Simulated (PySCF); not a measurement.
# Excitation energy of Xe²⁺ by level of theory

Xe²⁺ [Kr] 4d10 5s2 5p4 (3P) → Xe²⁺ [Kr] 4d10 5s1 5p5 (3P), as a difference of total energies. Calculation: PySCF 2.14, in aug-cc-pwCVTZ-PP with ECP28MDF (8s7p6d4f1g, 96 functions); scalar relativity through the core potential. Correlated levels: valence: 4s2 4p6 4d10 frozen; valence and next inner shell: nothing frozen outside the core potential. The calculations carry no spin-orbit coupling.

```
                                method  excitation energy (eV)
                                   UHF                  14.008
                                   LDA                  12.881
                                   PBE                  12.780
                                  PBE0                  13.106
                                r2SCAN                  12.942
                               wB97X-V                  13.263
                                PBEsol                  12.810
                                revPBE                  12.743
                                 B97-3                  13.090
                         MP2 (valence)                  12.963
                     SCS-MP2 (valence)                  12.824
    MP2 (valence and next inner shell)                  12.784
SCS-MP2 (valence and next inner shell)                  12.664
```

How much does correlation contribute at MP2 (valence and next inner shell)?

12.784 − (14.008) = -1.224 eV, measured against UHF.
